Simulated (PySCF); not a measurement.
Spinor energies of O- (oxygen, charge -1)

Start: [He] 2s2 2p5; 2p1/2 filled at m_j = -1/2, +1/2; 2p3/2 filled at m_j = -1/2, +1/2, +3/2. Calculated with PySCF 2.14 in x2c-TZVPall-2c with one added diffuse shell each of s, p, d type (6s4p3d1f, 40 functions): generalised Hartree-Fock with the X2C-1e Hamiltonian and a Gaussian nucleus; one run each with spin-orbit coupling (SO) switched off, then screened by Boettger's factors.

```
spinor shell  electrons  ε, spin-free (eV)  ε, screened SO (eV)  weight of nominal j (screened SO)  rms radius, screened SO (bohr)
       1s1/2          2            -550.23              -550.22                              1.000                           0.230
       2s1/2          2            -22.321              -22.317                              1.000                            1.32
       2p1/2          2             -3.708               -3.567                              0.665                            1.79
       2p3/2          3             -3.708               -3.799                              0.776                            1.73
```

| quantity | spin-free | screened SO |
| --- | --- | --- |
| E (hartree) | -74.84351 | -74.84380 |
| M_J | 3/2 | 3/2 |
| ⟨J²⟩ | 3.790 | 3.790 |
| ⟨L²⟩ | 2.008 | 2.008 |
| ⟨S²⟩ | 0.782 | 0.781 |

Each row is a mean over spinors that exchange with the open shell spreads, by up to 5.016 eV (2s1/2).

Rows whose weight is well below 1 are mixtures of j = l ± 1/2: exchange outweighs spin-orbit coupling there, and the label is only the starting occupation.

Without spin-orbit coupling the j labels of p, d and f shells carry no meaning; the spin-free column gives the mean over the occupied spinors of each nl shell.
